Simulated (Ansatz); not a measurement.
Reaction (ligand exchange at the Si–S bond): `C[SiH](S)Cl` + `BN` → `BN[SiH](C)Cl` + H₂S

Program: Ansatz. Geometries: PBE0-D4/def2-TZVP. ΔE: electronic, gas phase. CCSD(T)/CBS adds triple-zeta CCSD(T) − MP2 to the extrapolated MP2 energy (def2 sets, frozen cores). This one scheme is used for every species. DFT in def2-TZVPP. B3LYP here is the variant with VWN-RPA as its local correlation; programs differ in this. Each species was taken in one conformer, which may not be the lowest.

`C[SiH](S)Cl`:

Cartesian coordinates in Å:
```
C -0.157 -0.897 0.762
Si 0.498 0.206 -0.577
S -1.028 1.359 -1.508
Cl 1.953 1.408 0.254
H -0.909 -1.577 0.354
H -0.617 -0.306 1.557
H 0.654 -1.485 1.199
H 1.124 -0.542 -1.691
H -1.518 1.834 -0.350
```

`BN`:

```xyz
6

B     0.499    0.016   -0.465
N    -0.514   -0.017    0.479
H     1.526    0.569   -0.195
H     0.321   -0.508   -1.527
H    -1.401   -0.463    0.319
H    -0.432    0.402    1.389
```

`BN[SiH](C)Cl`:

Z-matrix (Å, degrees):
```
Si
N 1 1.737
Cl 1 2.064 2 108.6
C 1 1.847 2 111.8 3 120.9
H 1 1.482 2 108.8 3 -113.9
B 2 1.400 1 128.0 3 -116.3
H 2 1.012 1 115.6 3 62.8
H 4 1.091 1 111.1 2 -60.3
H 4 1.092 1 110.9 2 60.5
H 4 1.092 1 109.2 2 -179.9
H 6 1.197 2 119.4 1 -0.4
H 6 1.197 2 119.5 1 179.9
```

H₂S:

Cartesian coordinates in Å:
```
S -0.492 -0.376 -0.025
H -0.159 0.762 -0.653
H 0.651 -0.386 0.678
```

| level | ΔE (kJ/mol) |
| --- | --- |
| ωB97M-V | 9.8 |
| B3LYP | 12.7 |
| HF/CBS(def2) | 0.7 |
| MP2/CBS(def2) | 11.7 |

What does CCSD(T)/CBS give? (Best estimate.)

Computed: +8.4 kJ/mol. The listed levels differ from it by 1.4, 4.3, -7.7, 3.3 kJ/mol.

Largest T1 diagnostic among the species: 0.012.

In def2-TZVPP, CCSD(T) changes the Hartree–Fock value by +3.9 kJ/mol (the triples alone add +1.6 kJ/mol) and MP2 by +7.2 kJ/mol. From PBE to PBE0 (25 % exact exchange), in def2-TZVPP and without D4, ΔE moves by −3.8 kJ/mol.
